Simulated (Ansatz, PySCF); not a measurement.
Complex: CH4O (SMILES CO) (first 6 atoms) with C2H6O (SMILES COC); geometry from B3LYP-D3(BJ)/def2-TZVP.
(charge 0, multiplicity 1):
| atom | x (Å) | y (Å) | z (Å) |
|---|---|---|---|
| C | 0.1363 | -0.0718 | -0.2436 |
| O | 0.3762 | 0.9196 | 0.7360 |
| H | 0.7891 | -0.9452 | -0.1216 |
| H | 0.3425 | 0.3716 | -1.2182 |
| H | -0.9047 | -0.4182 | -0.2399 |
| H | 0.2018 | 0.5354 | 1.6109 |
| C | -1.0800 | 0.5262 | 4.0275 |
| O | -0.0504 | -0.1458 | 3.3240 |
| C | 1.1786 | -0.1643 | 4.0286 |
| H | -0.8081 | 1.5695 | 4.2246 |
| H | -1.2912 | 0.0274 | 4.9801 |
| H | -1.9699 | 0.4998 | 3.4018 |
| H | 1.5355 | 0.8527 | 4.2269 |
| H | 1.9025 | -0.6818 | 3.4023 |
| H | 1.0743 | -0.6974 | 4.9803 |

Basis-set superposition error: the interaction energy with monomers in their own basis, and in the dimer's basis (counterpoise).

Codes used: Ansatz (a program for electronic structure); PySCF for 6-31G* rows, M06-2X. Each number belongs to the level named beside it.

```
level                uncorrected (kJ/mol)  counterpoise (kJ/mol)  difference
-------------------  --------------------  ---------------------  ----------
BLYP/def2-TZVPPD                    -16.6                  -16.2         0.4
r2SCAN/def2-TZVPPD                  -24.3                  -24.0         0.3
B3LYP/6-31G*                        -28.7                  -20.2         8.5
B3LYP/def2-TZVPPD                   -19.4                  -19.1         0.3
BHLYP/def2-TZVPPD                   -22.0                  -21.7         0.3
M06-2X/def2-TZVPPD                  -24.2                  -23.8         0.4
B2PLYP/def2-TZVPPD                  -23.0                  -21.8         1.2
SCS-MP2/aug-cc-pVDZ                 -26.5                  -19.9         6.5
SCS-MP2/aug-cc-pVTZ                 -25.3                  -21.6         3.7
CCSD/aug-cc-pVDZ                    -27.1                  -21.0         6.1
```

The error is largest for B3LYP/6-31G* (8.5 kJ/mol) and smallest for BHLYP/def2-TZVPPD (0.3 kJ/mol).
